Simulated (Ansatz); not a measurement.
Energy needed to pull apart HSe (SMILES [SeH]), doublet, into free ground-state atoms, from the structure below (displaced at random from a GFN2-xTB minimum); no zero-point or spin–orbit terms; open-shell atoms are treated unrestricted, in their ground-state multiplicity.

Se1  (-0.600, 0.149, -0.309)
H2  (0.643, -0.181, 0.342)
(Å)

Program: Ansatz 0.2.0. Basis: def2-TZVPP. Cores are frozen in the correlated methods; orbitals are unrestricted. Filled d shells of the heavier atoms are correlated. The def2 sets are not built for correlating such inner shells, so the correlated values are less sure here.

```tsv
method	atomization energy (eV)
PBE-D4	3.41
revPBE-D4	?
r2SCAN-D4	3.43
PBE0-D4	?
HSE06-D4	3.35
wB97M-V	3.39
HF	2.26
MP2	3.21
CCSD	3.27
CCSD(T)	3.32
```

Q: What does revPBE-D4 give? (Judge from chemistry; the value comes from the calculation.)

A: Computed: 3.33 eV, which is about 0.02 eV more than CCSD(T)/def2-TZVPP.

Q: What does PBE0-D4 give? (To be estimated.)

A: By the calculation: 3.35 eV, which is about 0.03 eV more than CCSD(T)/def2-TZVPP.

In triple zeta the MP2 and coupled-cluster atomization energies are still short of their basis limit by a few kcal/mol a bond, whereas those of the functionals are nearly converged, so these differences are not deviations from converged CCSD(T).

The T1 diagnostic stays at or below 0.008. ⟨S²⟩ of the unrestricted Hartree–Fock references: 0.76 (a pure state has 0.75).

For scale, one of the runs: CCSD(T)/def2-TZVPP forces, 62 basis functions, launched by `ansatz run in.yaml --threads 4 --pin off --events-out ev --progress --plain --max-ram 5222MiB`. The run took about 7.5 s on 4 CPU threads of an Arm Neoverse N1 (shared host).
